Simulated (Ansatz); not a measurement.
Breaking a bond: C4H12O3Si, SMILES CO[Si](C)(OC)OC. The Si1–O17 bond (Si1 also carries C, O, O; O17 carries C) is pulled apart rigidly from the PBE0/def2-SVP optimised geometry.

RKS-PBE = restricted PBE/def2-SVP (Ansatz, a quantum-chemistry and plane-wave program); UKS-PBE = unrestricted PBE/def2-SVP (Ansatz); RKS-PBE0 = Ansatz with restricted PBE0/def2-SVP; UKS-PBE0 = unrestricted PBE0/def2-SVP run with Ansatz.

Energies relative to the lowest point of each curve near equilibrium, in mEh; the last columns give the difference from UKS-PBE0:

| R / Å | RKS-PBE | UKS-PBE | RKS-PBE0 | UKS-PBE0 | RKS-PBE − UKS-PBE0 | UKS-PBE − UKS-PBE0 | RKS-PBE0 − UKS-PBE0 |
|---|---|---|---|---|---|---|---|
| 1.35 | 103.3 | 103.3 | 97.5 | 97.5 | 5.9 | 5.9 | 0.0 |
| 1.47 | 31.2 | 31.2 | 27.6 | 27.6 | 3.5 | 3.5 | 0.0 |
| 1.55 | 9.4 | 9.4 | 7.4 | 7.4 | 2.0 | 2.0 | 0.0 |
| 1.60 | 2.7 | 2.7 | 1.7 | 1.7 | 1.0 | 1.0 | 0.0 |
| 1.65 | 0.0 | 0.0 | 0.0 | 0.0 | 0.0 | 0.0 | 0.0 |
| 1.69 | 0.0 | 0.0 | 0.8 | 0.8 | -0.8 | -0.8 | 0.0 |
| 1.78 | 5.4 | 5.4 | 7.9 | 7.9 | -2.5 | -2.5 | 0.0 |
| 1.86 | 14.2 | 14.2 | 18.3 | 18.3 | -4.1 | -4.1 | 0.0 |
| 2.00 | 34.3 | 34.3 | 41.1 | 41.1 | -6.8 | -6.8 | 0.0 |
| 2.18 | 62.6 | 62.6 | 72.9 | 72.9 | -10.3 | -10.3 | 0.0 |
| 2.43 | 98.4 | 98.4 | 113.5 | 113.5 | -15.0 | -15.0 | 0.0 |
| 2.68 | 126.9 | 126.9 | 146.6 | 146.2 | -19.2 | -19.2 | 0.4 |
| 3.08 | 159.1 | 157.0 | 185.2 | 172.4 | -13.3 | -15.4 | 12.8 |
| 3.44 | 178.2 | 170.0 | 209.1 | 182.1 | -3.8 | -12.1 | 27.0 |
| 4.04 | 197.4 | 180.0 | 234.1 | 188.1 | 9.3 | -8.1 | 46.0 |
| 4.82 | 209.0 | 184.8 | 250.5 | 189.9 | 19.0 | -5.1 | 60.6 |

RKS-PBE is furthest from UKS-PBE0 at 2.68 (-19.2 mEh, below); its mean absolute difference over the points is 7.3 mEh.

UKS-PBE is furthest from UKS-PBE0 at 2.68 (-19.2 mEh, below); its mean absolute difference over the points is 7.0 mEh.

RKS-PBE0 is furthest from UKS-PBE0 at 4.82 (60.6 mEh, above); its mean absolute difference over the points is 9.2 mEh.

The restricted form behind RKS-PBE, RKS-PBE0 keeps the bonding electrons paired and can't separate into open-shell fragments. The unrestricted determinant behind UKS-PBE is spin-contaminated at 3.08 to 4.82 Å (<S²> up to 0.9, against 0.00 for a pure singlet). The unrestricted determinant behind UKS-PBE0 is spin-contaminated at 2.68 to 4.82 Å (<S²> up to 1.0, against 0.00 for a pure singlet).
